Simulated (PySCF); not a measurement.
C3H10BN, SMILES CBN(C)C. Atoms are numbered in the order given.

```xyz
15

B      0.7852     0.7461     0.0000
H      1.9956     0.6387     0.0000
C      0.0878     2.1647     0.0000
H      0.8185     2.9857     0.0000
H     -0.5600     2.3004    -0.8836
H     -0.5600     2.3004     0.8836
N      0.0672    -0.4571     0.0000
C     -1.3730    -0.5407     0.0000
C      0.7118    -1.7484     0.0000
H     -1.7417    -1.0838     0.8893
H     -1.7417    -1.0838    -0.8893
H     -1.8220     0.4596     0.0000
H      0.4270    -2.3393    -0.8898
H      0.4270    -2.3393     0.8898
H      1.8016    -1.6226     0.0000
```
Charge 0, spin multiplicity 1.

Coordinates come from a PBE0-D3(BJ)/def2-SVP optimisation. A frequency run showed that this geometry is not a minimum. Other conformers were not sampled.

The numbers are results of PBE0/pcSseg-1 in PySCF, not measurements.

GIAO shieldings, no solvent; atoms listed in one row are averaged. δ = σ(ref) − σ: ¹¹B against BF3 (σ = 88.8 ppm); ¹H against TMS (σ = 31.56 ppm); ¹³C against TMS (σ = 186.3 ppm); ¹⁵N against NH3 (σ = 267.4 ppm), references at their B3LYP-D3(BJ)/def2-TZVP geometries, non-relativistic.

Computed chemical shifts:
```
nucleus          atoms  count  δ (ppm)
-------  -------------  -----  -------
¹¹B                 B1      1     30.6
¹H                  H2      1     5.33
¹H       H13, H14, H15      3     3.21
¹H       H10, H11, H12      3     2.94
¹H          H4, H5, H6      3     0.58
¹³C                 C9      1     49.0
¹³C                 C8      1     40.3
¹³C                 C3      1      3.7
¹⁵N                 N7      1    133.2
```
